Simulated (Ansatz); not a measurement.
W₂O₆⁺. Charge 1, multiplicity 2. Geometry PBE-D4/def2-SVP, basis def2-TZVP, Ansatz.

```xyz
8

W     0.9765    1.0236   -0.3545
W    -0.9765   -1.0236    0.3545
O    -0.7728   -2.7313    0.1319
O     0.5114   -0.0890    1.1519
O    -2.5303   -0.7310    1.0669
O     2.5303    0.7310   -1.0669
O    -0.5114    0.0890   -1.1519
O     0.7728    2.7313   -0.1320
```

| run | HOMO (eV) | LUMO (eV) |
| --- | --- | --- |
| A | -13.59 | -13.57 |
| B | -13.50 | -13.49 |
| C | -13.88 | -13.87 |
| D | -14.01 | -13.43 |
| E | -14.02 | -13.30 |

In the def2 sets W takes a core potential; there is no spin–orbit coupling. B3LYP takes the VWN-RPA correlation. HOMO above LUMO, or a gap near zero within one spin, warns that the state may not be the lowest or that an electron is smeared out. The structure comes from a short search, and lower isomers may exist.

HOMO and LUMO are taken over both spins.

Task: The runs used B3LYP, LDA (SPW92), PBE, PBE0, r2SCAN. Estimate which is which.

Result: A r2SCAN (0 % exact exchange); B PBE (0 % exact exchange); C LDA (SPW92) (0 % exact exchange); D B3LYP (20 % exact exchange); E PBE0 (25 % exact exchange). Exact exchange lowers occupied and raises empty levels; among semilocal functionals meta-GGAs tend to open the gap a little, and such runs are hard to tell apart. The gap grows from 0.01 eV (PBE) to 0.72 eV (PBE0). At r2SCAN-D4/def2-TZVP, PBE-D4/def2-TZVP, LDA (SPW92)/def2-TZVP the gap within one spin of the charge 1 doublet nearly closes, so an electron or hole may be smeared out by delocalisation error.
